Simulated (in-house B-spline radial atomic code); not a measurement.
**Excitations of the bromine ion Br⁵⁺ by several methods**

Full response, energies in eV; labels give the largest channel, * marks a mixed state, a dash one above the method's threshold, and an imaginary frequency an unstable closed-shell reference. Computed with a B-spline radial code for spherical atoms: linear response of the closed shell [Ar] 3d10 4s2 with each method's own kernel (bare exchange for TDHF, static screening on G0W0 levels for BSE, the adiabatic kernel for functionals); scalar-relativistic (spin-free one-electron X2C), finite nucleus, no spin-orbit coupling, no double excitations, S, P, D and F terms only; shells from n = 2 respond. Only terms of natural parity with L up to 3 were computed.

```csv
method,4s → 4p 3P,4s → 4p 1P,4s → 4d 3D,α (bohr³)
TDHF,11.362,18.085,36.36,3.965
BSE on G0W0@HF,12.911,18.970,38.66,3.591
LDA VWN5,14.093,19.410,37.36,3.439
PBE,13.735,19.232,36.72,3.512
PBE0,13.250,18.885,36.75,3.637
B3LYP (VWN-RPA),13.458,19.196,36.73,3.526
CAM-B3LYP,?,?,?,?
LC-wPBE,13.221,18.873,36.97,3.622
wB97X,14.262,19.082,37.98,3.559
HSE06,?,?,?,?
BHandHLYP,12.859,18.842,36.68,3.658
BLYP,13.721,19.458,36.54,3.435
PBEsol,13.566,19.128,36.70,3.543
BP86,13.634,19.177,36.75,3.529
LDA exchange-only,13.334,19.396,36.44,3.45
B97-1,13.834,18.954,37.37,3.612
RPBE,13.400,19.006,36.38,3.594
OLYP,12.562,18.737,35.65,3.689
```

Task: What does HSE06 give?

Result: 4s → 4p 3P: 13.344; 4s → 4p 1P: 18.948; 4s → 4d 3D: 36.85; α: 3.613 (eV, bohr³).

Task: What does CAM-B3LYP give?

Result: 4s → 4p 3P: 13.411; 4s → 4p 1P: 19.166; 4s → 4d 3D: 36.88; α: 3.533 (eV, bohr³).
